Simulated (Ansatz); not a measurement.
Geometry optimisation, RKS B3LYP/def2-SVP in Ansatz 0.2.0.

input.yaml

```yaml
crystal:
  periodic: [false, false, false]
  atoms:
    - { symbol: Hf, position_ang: [-0.083128, -0.198882, 0.237834] }
    - { symbol: Cl, position_ang: [-0.169106, -0.263857, 2.725826] }
    - { symbol: O, position_ang: [1.702311, -0.420828, -0.463807] }
    - { symbol: H, position_ang: [2.463659, -0.761839, -0.936947] }
    - { symbol: O, position_ang: [-0.976873, 1.351115, -0.493304] }
    - { symbol: H, position_ang: [-1.590696, 1.89899, -0.987757] }
    - { symbol: O, position_ang: [-1.09387, -1.729949, -0.315282] }
    - { symbol: H, position_ang: [-1.615022, -2.508202, -0.525937] }
    - { symbol: P, position_ang: [1.793009, 2.897936, 1.315837] }
    - { symbol: H, position_ang: [2.972565, 2.093594, 1.38864] }
    - { symbol: H, position_ang: [1.509088, 2.518869, -0.030478] }
    - { symbol: H, position_ang: [0.976263, 1.894254, 1.913373] }
basis:
  gaussian: { orbitals: def2-SVP }
hamiltonian:
  xc: b3lyp
relax:
  f_tol: 0.03
  max_steps: 50
```

Launched with:

```bash
$ ansatz run input.yaml --threads 4 --pin off --max-ram 5120MiB --backend cpu --events-out ev --progress --plain --runs-dir out
```

Problem. Where does it end, and by what steps?

Solution. The forces met the threshold. The force dipped under the threshold on the way, but the program's further checks kept it going. After 19 steps the energy has fallen by 0.198 eV; H11 moved furthest, 0.87 Å.

| step | energy less start (eV) | largest force component (eV/Å) | accepted |
| --- | --- | --- | --- |
| 0 | 0.0000 | 0.838 | yes |
| 1 | -0.1043 | 0.644 | yes |
| 2 | -0.1518 | 0.122 | yes |
| 3 | -0.1669 | 0.164 | yes |
| 4 | -0.1710 | 0.069 | yes |
| 5 | -0.1750 | 0.065 | yes |
| 6 | -0.1788 | 0.111 | yes |
| 7 | -0.1807 | 0.201 | yes |
| 8 | -0.1840 | 0.166 | yes |
| 9 | -0.1875 | 0.103 | yes |
| 10 | -0.1881 | 0.127 | yes |
| 11 | -0.1929 | 0.072 | yes |
| 12 | -0.1931 | 0.062 | yes |
| 13 | -0.1950 | 0.028 | yes |
| 14 | -0.1924 | 0.220 | no |
| 15 | -0.1956 | 0.102 | yes |
| 16 | -0.1964 | 0.051 | yes |
| 17 | -0.1971 | 0.080 | yes |
| 18 | -0.1975 | 0.071 | yes |
| 19 | -0.1978 | 0.019 | yes |

```xyz
12
Properties=species:S:1:pos:R:3
Hf -0.229 -0.515 0.157
Cl -0.278 -0.385 2.556
O 1.581 -0.828 -0.427
H 2.450 -0.958 -0.806
O -0.899 1.133 -0.588
H -1.222 1.910 -1.043
O -1.351 -1.977 -0.394
H -1.876 -2.691 -0.756
P 2.089 3.306 1.448
H 2.993 2.374 0.845
H 1.066 3.064 0.478
H 1.563 2.338 2.358
```

Time of the run: 65 s on 4 threads of Arm Neoverse V1, on a shared host, peak memory 0.43 GiB.
